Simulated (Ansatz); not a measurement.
`C=C[Si](N)(N)F` → `NC/C(F)=N/[SiH3]`  (isomerisation)

Program: Ansatz. Geometries: PBE0-D4/def2-TZVP. ΔE: electronic, gas phase. CBS: MP2 limit from def2 TZ/QZ plus the TZ coupled-cluster correction, frozen cores. Functionals use def2-TZVPP. B3LYP here is the variant with VWN-RPA as its local correlation; programs differ in this. One conformer a species, not always the lowest.

**Question.** Is it downhill or uphill in electronic energy at CCSD(T)/CBS, and by how much? (An estimate is asked.)

**Answer.** Ansatz gave: Uphill: ΔE = +374.7 kJ/mol.

**Question.** What do these levels give: ωB97M-V, PBE0, B3LYP, CCSD/def2-TZVPP, MP2/def2-QZVPP, CCSD/CBS(def2)? (An estimate is asked.)

**Answer.** Ansatz gave: ωB97M-V 357.2, PBE0 338.8, B3LYP 345.4, CCSD/def2-TZVPP 364.0, MP2/def2-QZVPP 381.9, CCSD/CBS(def2) 379.0 kJ/mol.

Largest T1 diagnostic among the species: 0.013.

The D4 term adds +5.1 kJ/mol with B3LYP and +2.6 kJ/mol with PBE0; it sums over pairs of atoms, weighted by their polarisabilities, and B3LYP, whose exchange is more repulsive, gets the larger term. From PBE to PBE0 (25 % exact exchange), in def2-TZVPP and without D4, ΔE moves by +16.0 kJ/mol.
